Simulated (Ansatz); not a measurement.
Basis sets compared for `FC(F)(F)c1cnc(-c2cnc(-c3cnc(-c4cnc(C(F)(F)F)nc4)nc3)nc2)nc1`. Total charge 0; singlet. Geometry r2SCAN-D4/def2-SVP. Ansatz on 8 threads of Arm Neoverse V1 on a shared host; times are rough, and most runs start from earlier orbitals.

```xyz
40

F     4.636   -8.248    0.265
C     3.900   -7.939   -0.814
F     4.724   -7.944   -1.875
F     3.003   -8.920   -1.001
C     3.225   -6.609   -0.649
C     2.007   -6.319   -1.274
N     1.424   -5.131   -1.161
C     2.054   -4.209   -0.412
C     1.413   -2.890   -0.286
C     0.194   -2.588   -0.918
N    -0.390   -1.401   -0.804
C     0.238   -0.482   -0.050
C    -0.406    0.835    0.081
C     0.162    1.873    0.842
N    -0.416    3.063    0.962
C    -1.582    3.242    0.319
C    -2.227    4.562    0.449
C    -3.449    4.859   -0.179
N    -4.029    6.053   -0.069
C    -3.381    6.952    0.669
C    -4.066    8.304    0.831
F    -3.181    9.280    1.041
F    -4.788    8.618   -0.247
F    -4.897    8.266    1.888
N    -2.233    6.792    1.325
C    -1.657    5.596    1.212
N    -2.212    2.323   -0.431
C    -1.628    1.135   -0.546
N     1.403   -0.663    0.596
C     1.980   -1.853    0.476
N     3.217   -4.394    0.236
C     3.793   -5.585    0.117
H     1.490   -7.078   -1.875
H    -0.307   -3.348   -1.529
H     1.114    1.710    1.359
H    -3.955    4.095   -0.779
H    -0.711    5.430    1.738
H    -2.129    0.374   -1.155
H     2.931   -2.016    0.997
H     4.737   -5.743    0.654
```

Single mean-field runs in def2-SVP, def2-TZVP are fitted with def2-universal-jkfit.

Binding counts from free atoms (F doublet, C triplet, N quartet, H doublet) in the same basis, without a counterpoise term.

```
                        level  functions  energy (Eh)  HOMO (eV)  LUMO (eV)  binding per atom (eV)  wall time
PBE-D4/def2-SVP (with forces)        488   -1724.7565      -5.91      -3.90                   5.63       12 s
             PBE0-D4/def2-SVP        488   -1724.7740      -7.58      -3.24                   5.41       28 s
```

(1) Estimate the rows for PBE-D4/def2-TZVP, PBE0-D4/def2-TZVP.

Results:

(1) 
```csv
level,functions,energy (Eh),HOMO (eV),LUMO (eV),binding per atom (eV),wall time
PBE-D4/def2-TZVP,1040,-1726.6885,-6.11,-3.99,5.51,32 s
PBE0-D4/def2-TZVP,1040,-1726.7018,-7.56,-3.25,5.30,99 s
```
